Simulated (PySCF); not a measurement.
C₅H₁₀O₄Si.
Atom-mapped SMILES: `[CH3:1][C:2](=[O:3])[O:4][SiH:5]1[O:6][CH2:7][CH2:8][CH2:9][O:10]1`

NICS is the negative of the GIAO shielding at a point without a nucleus: at the ring centre (0) and 1 Å above and below it (1); zz is the component along the ring normal. Level: GIAO PBE0/pcSseg-1 (PySCF, non-relativistic, gas phase) on the GFN2-xTB geometry, one conformer.

Ring bond lengths (Å), with Mayer bond orders in brackets: Si5–O6 1.625 (1.01), O6–C7 1.406 (0.88), C7–C8 1.524 (1.03), C8–C9 1.525 (1.03), C9–O10 1.403 (0.89), O10–Si5 1.625 (1.00).

Question: Give the NICS values of each ring in ppm.

Answer: 
```json
{"ring": "Si5–O6–C7–C8–C9–O10", "type": "6-membered ring with 2 O and Si; formal bonds all single", "NICS(0)": "-1.8", "NICS(1), two faces": "-0.6 / -1.5", "NICS(1)zz, two faces": "2.1 / 4.0", "rms pucker (Å)": "0.20", "centre to ring atoms, mean (Å)": "1.48"}
```

Question: What can be read from them?

Answer: 
- Si5–O6–C7–C8–C9–O10: mean NICS(1)zz 3.0 ppm, deshielded. Si5, C7, C8, C9 have four or more neighbours; no verdict on aromaticity is drawn.
